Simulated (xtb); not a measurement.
HO3S, SMILES [O-][S+]([O-])O, charge -1. All values are semi-empirical tight-binding results from xtb (GFN2-xTB unless named), good for trends rather than for accurate numbers. Geometry optimised at GFN2-xTB. Other conformers were not sampled.

Optimised geometry:

Bonds (Å): O1–S2 1.475, S2–O3 1.475, S2–O4 1.831, O4–H5 0.957. Bond angles (°): O1–S2–O3 112.5, O1–S2–O4 103.3, O3–S2–O4 103.3, S2–O4–H5 104.8.
Charge -1, spin multiplicity 1.

The geometry has at least one imaginary mode, so it is a saddle point at that level.

**Question.** Estimate the properties. (The exact figures need the calculation; the answer reports its results.)

**Answer.** 
| Quantity | Value |
|---|---|
| point group as xtb finds it | Cs |
| orbital gap | 5.41 eV |
| static polarisability (D4 model) | 40.5 bohr³ |
| solvation energy, GFN2-xTB/ALPB(water) | -80.0 kcal/mol |
| solvation energy, GFN2-xTB/ALPB(chcl3) | -61.7 kcal/mol |

Computed atomic charges and the Wiberg bond orders between heavy atoms:
charges (e) O1 -0.62, S2 0.62, O3 -0.62, O4 -0.62, H5 0.23. Bond orders O1–S2 1.75, S2–O3 1.75, S2–O4 0.82.
